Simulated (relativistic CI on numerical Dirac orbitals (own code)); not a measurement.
**Transition arrays of Ba¹⁶⁺**

Computed by Dirac-Coulomb-Breit CI, orbitals from a KLI potential per configuration, QED by a radiative potential, valence Slater integrals scaled by 0.9, whole transition arrays (own radial code, finite nucleus).

Configuration list (outside the closed core [Ar] 3d10 4s2): 4p⁶4d⁴, 4p⁶4d³4f, 4p⁵4d⁵, 4p⁶4d³5p, 4p⁶4d³5f. Levels of other configurations are missing.

All E1 lines from the levels of 4p⁶4d⁴; mean and standard deviation are weighted by gf, and upper levels are sorted by their leading configuration.

```tsv
Upper configuration	Lines	Σgf	Mean (eV)	Mean (nm)	σ (eV)	Strongest line (nm)
4p⁶4d³4f	2876	960.9	129.10	9.604	3.68	9.522
4p⁵4d⁵	3194	561.3	129.23	9.594	7.41	9.348
4p⁶4d³5p	1718	88.0	155.12	7.993	2.91	7.940
4p⁶4d³5f	2825	54.6	235.92	5.255	2.77	5.206
```

Σgf per state of the lower configuration in bins of 0.2 nm over the central range (centre: value): 5.3: 0.21, 7.9: 0.19, 8.1: 0.17, 9.1: 0.14, 9.3: 0.66, 9.5: 4.19, 9.7: 1.79, 9.9: 0.12, 10.1: 0.04.

(1) How do configuration mixing and the scaling of the Slater integrals move the arrays?

Answers

(1) Slater scale 0.9, no configuration mixing: 4p⁶4d³4f 120.7 ± 5.3 eV (Σgf 709.6), 4p⁵4d⁵ 116.7 ± 10.1 eV (Σgf 660.7), 4p⁶4d³5p 155.3 ± 2.8 eV (Σgf 108.1), 4p⁶4d³5f 235.7 ± 2.8 eV (Σgf 74.1); Slater scale 1: 4p⁶4d³4f 131.4 ± 3.8 eV (Σgf 979.8), 4p⁵4d⁵ 131.9 ± 7.3 eV (Σgf 574.2), 4p⁶4d³5p 154.9 ± 3.8 eV (Σgf 84.9), 4p⁶4d³5f 236.0 ± 3.0 eV (Σgf 53.5); Slater scale 0.8: 4p⁶4d³4f 126.8 ± 3.6 eV (Σgf 947.5), 4p⁵4d⁵ 126.5 ± 7.5 eV (Σgf 542.5), 4p⁶4d³5p 155.1 ± 2.7 eV (Σgf 91.4), 4p⁶4d³5f 235.9 ± 2.6 eV (Σgf 55.7). With mixing, levels are counted to their leading configuration, so an array can shrink or vanish into another, and the sums then hold other lines.
